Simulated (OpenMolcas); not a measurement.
## What dynamic correlation does to the levels of neutral cadmium

* Program: OpenMolcas 26.06
* Basis: ANO-RCC-VQZP [8s7p5d3f2g1h]
* Scalar Hamiltonian: DKH2, point nucleus
* Active space: 2 electrons in 8 orbitals (5s 5p 6s 6p)
* State averaging: 2S+1 = 3 even, 3 roots; 2S+1 = 1 even, 1 root; 2S+1 = 3 odd, 3 roots; 2S+1 = 1 odd, 3 roots
* Spin-orbit coupling: RASSI with atomic mean-field integrals over the reference wave functions, term energies averaged over their components

Methods on the same reference wave functions:
A. CASSCF
B. SS-CASPT2, IPEA 0.25 Eh, imaginary shift 0.1 Eh (closed shells correlated: 4d)

Energies in cm⁻¹ above 5s² ¹S₀, the measured ground level; measured values from NIST Handbook of Basic Atomic Spectroscopic Data.

```
     Level      A      B  Measured
   5s² ¹S₀    0.0    0.0       0.0
5s 5p ³P°₀  26272  29514     30114
5s 5p ³P°₁  26726  29965     30656
5s 5p ³P°₂  27658  30901     31827
5s 5p ¹P°₁  45692  44097     43692
```

Deviations, from unrounded energies. A percentage is the sum of absolute deviations over the sum of measured energies, with the sign that they share, or ± where signs differ.

```csv
Against measurement,Levels,A,B
mean absolute deviation (cm-1),4,3500,660
other configurations (%),4,±10.2,±1.9
```

B lies closest to measurement on these levels. The largest miss of B in the table is 5s 5p ³P°₂, by -930 cm-1. The ranking rests on the paired levels alone, and a cruder setting can come out closer through cancelling errors.

The lowest spin-free term lies below A's lowest term by 0.371 hartree in B.

Active for correlation alone: 6p 6s; no level in the range computed is led by a configuration that fills them, so any true level of that kind is missing. Without dynamic correlation excited terms often stand tens of per cent too high (terms of higher spin than the ground term too low), and those without a measured partner can miss by more than the paired ones (holds for A). Computed and measured levels are paired by configuration, term and J; levels that our copy of the source lacks, or whose pairing is in doubt (as where it misses far off the trend of its configuration), stay unpaired and out of the deviations. Only configurations of the active space appear. Levels that lie high or do not pair safely by name in every column are left out.

° marks odd parity.
